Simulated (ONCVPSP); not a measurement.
# Ranking ONCV potentials for lithium (Li)

All share these settings but for the change named:

* Element: Li (Z = 3)
* Generator: ONCVPSP 4.0.1
* Type: optimised norm-conserving Vanderbilt (ONCV)
* Functional: PBEsol
* Relativity: scalar-relativistic
* Frozen core: [He]
* Valence charge: 1
* Reference configuration: 2s0.75 2p0.25
* Partial waves: 2s: rc 3.15 bohr, ncon 4, nbas 9, qcut 2.6 1/bohr, 2 projectors, debl 2.2 Ha; 2p: rc 4.00 bohr, ncon 3, nbas 6, qcut 2 1/bohr, 3 projectors, debl 3.1 Ha
* Local potential: polynomial inside 2.25 bohr (lpopt 3, dvloc0 0 Ha)
* Core correction: Teter function fitted to the true core (icmod 2), fcfact 0.4

Test errors are all-electron minus pseudo excitation energies from the reference, over 2s1 2p0; 2s0.5 2p0; 2s0 2p1. None of these files shows a bound ghost.

The base gives 7.9 meV.

Of 8 variants that were run, those that failed, showed a ghost or another fault, or gave nearly equal values are left out.

(1) Rank these variants by their largest absolute test error, smallest first.
A. p: rc 3.22
B. p: rc 5.84
C. p: rc 2.92
D. p: rc 3.64

## Answers

(1) C (3.9 meV), A (5.6 meV), D (7.0 meV), B (11.6 meV).
